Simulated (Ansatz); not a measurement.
Reaction (ligand exchange at a P–O bond): `P[O][SbH2]` + `O[SiH2]F` → `F[SiH2]OP` + `[OH][SbH2]`

Isolated molecules relaxed with PBE0-D4/def2-TZVP in Ansatz; ΔE leaves out vibrations. CCSD(T)/CBS adds triple-zeta CCSD(T) − MP2 to the extrapolated MP2 energy (def2 sets, frozen cores). DFT in def2-TZVPP. B3LYP here is the variant with VWN-RPA as its local correlation; programs differ in this. HSE06 is defined as in plane-wave codes. Elements past krypton have def2 core potentials. For Sb outer-core shells are correlated without core-valence functions, which leaves a few kJ/mol of doubt a bond. Each species was taken in one conformer, which may not be the lowest.

```
             level  ΔE (kJ/mol)  difference from CCSD(T)/CBS
       LDA (SPW92)          5.8                          0.0
            PBE-D4          5.2                         -0.6
         revPBE-D4          5.3                         -0.5
           BLYP-D4          4.2                         -1.6
         r2SCAN-D4          4.6                         -1.2
            B97M-V          5.1                         -0.7
           PBE0-D4          5.0                         -0.8
          B3LYP-D4          4.2                         -1.6
        r2SCANh-D4          4.7                         -1.1
        r2SCAN0-D4          4.7                         -1.1
          HSE06-D4          5.1                         -0.7
           ωB97M-V          4.0                         -1.8
          PBE-QIDH          5.9                          0.1
               PBE          4.5                         -1.3
            revPBE          4.1                         -1.7
              BLYP          2.7                         -3.1
            r2SCAN          4.6                         -1.2
              PBE0          4.4                         -1.4
             B3LYP          2.9                         -2.9
           r2SCANh          4.6                         -1.2
           r2SCAN0          4.6                         -1.2
             HSE06          4.4                         -1.4
             BHLYP          2.6                         -3.2
         CAM-B3LYP          2.9                         -2.9
           LC-ωPBE          4.4                         -1.4
RPA@PBE/def2-TZVPP          3.5                         -2.3
       HF/def2-SVP          3.8                         -2.0
      MP2/def2-SVP          7.3                          1.5
  CCSD(T)/def2-SVP          5.2                         -0.6
     HF/def2-TZVPP          1.6                         -4.2
    MP2/def2-TZVPP          7.5                          1.7
SCS-MP2/def2-TZVPP          5.9                          0.1
   CCSD/def2-TZVPP          3.7                         -2.1
CCSD(T)/def2-TZVPP          4.6                         -1.2
     HF/def2-QZVPP          1.5                         -4.3
    MP2/def2-QZVPP          8.2                          2.4
SCS-MP2/def2-QZVPP          6.4                          0.6
      HF/CBS(def2)          1.4                         -4.4
     MP2/CBS(def2)          8.8                          3.0
    CCSD/CBS(def2)          4.9                         -0.9
       CCSD(T)/CBS          5.8                            0
```

Largest T1 diagnostic among the species: 0.015.

Leaving LDA and LC-ωPBE aside and taking each functional with its dispersion term where it has one, the values, not all of them listed here, spread over 2.3 kJ/mol, from CAM-B3LYP-D4 to PBE-QIDH.
